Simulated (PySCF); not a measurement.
Cu: ionisation energy

Cu [Ar] 3d10 4s1 (2S) → Cu⁺ [Ar] 3d10 (1S), as a difference of total energies. All numbers are calculated (PySCF 2.14, the non-relativistic Hamiltonian (point nucleus), in 6-31G*). Correlated levels: valence: [Ar] frozen. The calculations carry no spin-orbit coupling.

| method | ionisation energy (eV) |
| --- | --- |
| UHF | 5.806 |
| BP86 | 6.730 |
| MP2 (valence) | 6.166 |
| SCS-MP2 (valence) | 6.116 |
| CCSD(T) (valence) | 6.238 |

Question: Estimate what CCSD (valence) gives.

Answer: 6.196 eV, closest to MP2 (valence) among the rows shown.

Question: Estimate what M06-L gives.

Answer: 5.463 eV, closest to UHF among the rows shown.

These non-relativistic numbers lack the scalar-relativistic shift.

Errors of the correlated levels include the incompleteness of this basis and the frozen core.

For comparison: 7.726 eV (measured; NIST Atomic Spectra Database, ionization energies).
